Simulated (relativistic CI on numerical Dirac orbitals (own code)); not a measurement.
**Au VI: computed level list**

Calculated at this level of theory: Dirac-Coulomb-Breit CI, KLI orbitals optimised for each configuration, a model potential for QED, valence Slater integrals scaled by 0.85, P86 correlation energy added to each configuration (own radial code, finite nucleus).

Configurations in the expansion (outside the closed core [Kr] 4d10 4f14): 5s²5p⁶5d⁶, 5s²5p⁶5d⁵6s, 5s²5p⁶5d⁵5f, 5s²5p⁶5d⁵6p, 5s²5p⁶5d⁵5g, 5s²5p⁵5d⁷, 5s²5p⁶5d⁵6d, 5s²5p⁶5d⁵7s, 5s²5p⁶5d⁴6s6p, 5s²5p⁶5d⁵7p, 5s²5p⁶5d⁵7d, 5s5p⁶5d⁷, 5s²5p⁶5d⁴6s², 5s²5p⁶5d³5f6s², 5s²5p⁶5d³6s²6p, 5s²5p⁶5d³5g6s², 5s²5p⁶5d³6s²6d. Double excitations out of closed p, d and f shells are left out; levels of such configurations are missing from the list, as are those of other unlisted configurations, and high levels can miss mixing partners.

The lowest level is 5s²5p⁶5d⁶ ⁵D4, with 75 % of that term; Hund's rules for 5s²5p⁶5d⁶ give ⁵D with J = 4, in agreement.

| No. | Configuration | Term | J | E (cm⁻¹) | % | Landé g | jj configuration (%) |
| --- | --- | --- | --- | --- | --- | --- | --- |
| 1 | 5s²5p⁶5d⁶ | ⁵D | 4 | 0.0 | 75 | 1.426 | 5d5/2^2 (64) |
| 2 | 5s²5p⁶5d⁶ | ⁵D | 2 | 6503.5 | 50 | 1.428 | 5d5/2^2 (68) |
| 3 | 5s²5p⁶5d⁶ | ⁵D | 3 | 9094.4 | 89 | 1.461 | 5d3/2^3 5d5/2^3 (78) |
| 4 | 5s²5p⁶5d⁶ | ⁵D | 0 | 12281.2 | 68 |  | 5d3/2^2 5d5/2^4 (37) |
| 5 | 5s²5p⁶5d⁶ | ⁵D | 1 | 12556.3 | 77 | 1.455 | 5d3/2^3 5d5/2^3 (79) |
| 6 | 5s²5p⁶5d⁶ | ³H | 4 | 17907.1 | 25 | 1.073 | 5d3/2^3 5d5/2^3 (63) |
| 7 | 5s²5p⁶5d⁶ | ³G | 5 | 23291.4 | 51 | 1.119 | 5d3/2^3 5d5/2^3 (98) |
| 8 | 5s²5p⁶5d⁶ | ³H | 6 | 23659.8 | 81 | 1.135 | 5d3/2^3 5d5/2^3 (94) |
| 9 | 5s²5p⁶5d⁶ | ⁵D | 2 | 25604.6 | 46 | 1.319 | 5d3/2^2 5d5/2^4 (60) |
| 10 | 5s²5p⁶5d⁶ | ³F | 3 | 27461.7 | 46 | 1.005 | 5d3/2^3 5d5/2^3 (82) |
| 11 | 5s²5p⁶5d⁶ | ³F | 2 | 28333.6 | 62 | 0.922 | 5d3/2^3 5d5/2^3 (73) |
| 12 | 5s²5p⁶5d⁶ | ¹S | 0 | 33799.5 | 59 |  | 5d3/2^2 5d5/2^4 (55) |
| 13 | 5s²5p⁶5d⁶ | ³H | 4 | 34098.4 | 54 | 0.994 | 5d3/2^2 5d5/2^4 (79) |
| 14 | 5s²5p⁶5d⁶ | ³D | 1 | 35451.3 | 70 | 0.794 | 5d3/2^3 5d5/2^3 (69) |
| 15 | 5s²5p⁶5d⁶ | ³G | 4 | 36658.3 | 53 | 1.092 | 5d3/2^3 5d5/2^3 (47) |
| 16 | 5s²5p⁶5d⁶ | ³D | 2 | 36686.6 | 62 | 1.177 | 5d3/2^3 5d5/2^3 (50) |
| 17 | 5s²5p⁶5d⁶ | ³H | 5 | 38009.2 | 52 | 1.114 | 5d3/2^2 5d5/2^4 (98) |
| 18 | 5s²5p⁶5d⁶ | ³D | 3 | 39329.6 | 68 | 1.279 | 5d3/2^2 5d5/2^4 (50) |
| 19 | 5s²5p⁶5d⁶ | ³G | 3 | 41327.4 | 51 | 0.920 | 5d3/2^2 5d5/2^4 (88) |
| 20 | 5s²5p⁶5d⁶ | ³P | 0 | 42156.2 | 96 |  | 5d5/2^2 (41) |
| 21 | 5s²5p⁶5d⁶ | ¹I | 6 | 42854.0 | 81 | 1.031 | 5d3/2^2 5d5/2^4 (94) |
| 22 | 5s²5p⁶5d⁶ | ¹F | 3 | 45062.5 | 57 | 1.015 | 5d3/2^3 5d5/2^3 (85) |
| 23 | 5s²5p⁶5d⁶ | ³P | 1 | 46573.1 | 72 | 1.282 | 5d3/2^2 5d5/2^4 (51) |
| 24 | 5s²5p⁶5d⁶ | ¹G | 4 | 49885.2 | 64 | 1.035 | 5d3/2^2 5d5/2^4 (52) |
| 25 | 5s²5p⁶5d⁶ | ¹D | 2 | 50741.6 | 54 | 1.050 | 5d3/2^2 5d5/2^4 (63) |
| 26 | 5s²5p⁶5d⁶ | ³P | 1 | 55184.1 | 88 | 1.470 | 5d3/2^3 5d5/2^3 (49) |
| 27 | 5s²5p⁶5d⁶ | ³F | 4 | 60309.8 | 77 | 1.195 | 5d3/2^2 5d5/2^4 (58) |
| 28 | 5s²5p⁶5d⁶ | ³F | 2 | 60453.5 | 88 | 0.732 | 5d3/2^2 5d5/2^4 (83) |
| 29 | 5s²5p⁶5d⁶ | ³P | 0 | 68781.4 | 57 |  | 5d5/2^6 (81) |
| 30 | 5s²5p⁶5d⁶ | ³P | 2 | 69340.5 | 70 | 1.366 | 5d3/2 5d5/2^5 (70) |
| 31 | 5s²5p⁶5d⁶ | ¹G | 4 | 69659.7 | 78 | 1.033 | 5d3/2^2 5d5/2^4 (52) |
| 32 | 5s²5p⁶5d⁶ | ³F | 3 | 69819.0 | 56 | 1.068 | 5d3/2 5d5/2^5 (81) |
| 33 | 5s²5p⁶5d⁶ | ¹D | 2 | 82986.0 | 94 | 1.003 | 5d3/2^2 5d5/2^4 (81) |
| 34 | 5s²5p⁶5d⁶ | ¹S | 0 | 106196.3 | 92 |  | 5d3/2^2 5d5/2^4 (77) |
| 35 | 5d⁵(6S)6s | ⁷S | 3 | 106266.4 | 82 | 1.935 | 5d3/2^3 5d5/2^2 6s (42) |
| 36 | 5d⁵(6S)6s | ⁵S | 2 | 126357.7 | 41 | 1.547 | 5d5/2 6s (62) |
| 37 | 5d⁵(4G)6s | ⁵G | 3 | 130241.5 | 19 | 1.312 | 5d5/2 6s (61) |
| 38 | 5d⁵(4G)6s | ⁵G | 2 | 132855.5 | 48 | 0.890 | 5d3/2^3 5d5/2^2 6s (72) |
| 39 | 5d⁵(4G)6s | ⁵G | 4 | 136537.9 | 60 | 1.234 | 5d3/2^3 5d5/2^2 6s (82) |
| 40 | 5d⁵(4G)6s | ⁵G | 6 | 137793.1 | 79 | 1.292 | 5d3/2^3 5d5/2^2 6s (69) |
| 41 | 5d⁵(4D)6s | ⁵D | 2 | 138237.5 | 40 | 1.524 | 5d3/2^3 5d5/2^2 6s (72) |
| 42 | 5d⁵(4G)6s | ⁵G | 5 | 138623.0 | 79 | 1.251 | 5d3/2^3 5d5/2^2 6s (60) |
| 43 | 5d⁵(4G)6s | ⁵G | 3 | 138685.3 | 58 | 1.161 | 5d3/2^3 5d5/2^2 6s (49) |
| 44 | 5d⁵(4P)6s | ⁵P | 1 | 139415.3 | 45 | 1.862 | 5d3/2^3 5d5/2^2 6s (73) |
| 45 | 5d⁵(4D)6s | ⁵D | 4 | 145058.5 | 56 | 1.351 | 5d3/2^2 5d5/2^3 6s (64) |

Energies count from the lowest computed level. Percentages are summed over parent terms; the parents shown are those of the largest component, closed shells are left out there. Filled j subshells are mostly left out of the jj labels.

The mean weight of the leading LS term, summed over parents, in these 45 levels is 64 %, and that of the leading jj configuration (from the same eigenvectors) 68 %.

At this charge configurations can still be misplaced by up to about 7 % of their energy. Levels and lines within the n = 5 or 6 shells can be off by up to 10 % or somewhat more, and those that change n by about 2 %, since core polarisation is missing.

LS names give the leading component of a level, which can be under half, so a name can repeat, a term be missing and a line seem to break the LS rules.
